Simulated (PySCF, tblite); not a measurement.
Isomers of C5H3N3, one GFN2-xTB conformer each. Single-point energies are computed at PBE0/pcSseg-1 (PySCF, gas phase, no added dispersion term), electronic only.

```csv
SMILES,GFN2-xTB relative energy (kcal/mol)
N#CCC(C#N)C#N,0.0
C#Cc1cnnnc1,7.6
```

Conformers: `[N:1]#[C:2][CH2:3][CH:4]([C:5]#[N:6])[C:7]#[N:8]` with C2–C3–C4–C5 173°.

Task: What does PBE0/pcSseg-1 give for the same structures?

Result: 
| SMILES | PBE0/pcSseg-1 E (Eh) | PBE0/pcSseg-1 (kcal/mol) | GFN2-xTB (kcal/mol) | point group |
| --- | --- | --- | --- | --- |
| N#CCC(C#N)C#N | -356.05943 | 0.0 | 0.0 | C1 |
| C#Cc1cnnnc1 | -355.98225 | 48.4 | 7.6 | C2v |

Both levels put the same isomer lowest. As drawn, the lower has a C≡N group, which the higher lacks; the higher has an aromatic ring, a C≡C bond and an N–N linkage, which the lower lacks.

Task: Which frontier levels, dipoles and rotational constants go with these structures?

Result: 
```tsv
SMILES	HOMO (eV, PBE0/pcSseg-1)	LUMO (eV)	dipole (D)	A, B, C (MHz)
N#CCC(C#N)C#N	-10.34	-1.02	3.04	3383, 1485, 1080
C#Cc1cnnnc1	-7.40	-2.61	5.30	6459, 1583, 1271
```

Task: What happens when harmonic zero-point energies from GFN2-xTB frequencies are added?

Result: 
```json
{"SMILES": "N#CCC(C#N)C#N", "ZPE (kcal/mol)": "43.9", "electronic (kcal/mol)": "0.0", "with ZPE (kcal/mol)": "0.0"}
{"SMILES": "C#Cc1cnnnc1", "ZPE (kcal/mol)": "43.6", "electronic (kcal/mol)": "48.4", "with ZPE (kcal/mol)": "48.1"}
```

The zero-point energies span 0.3 kcal/mol. The order is unchanged.
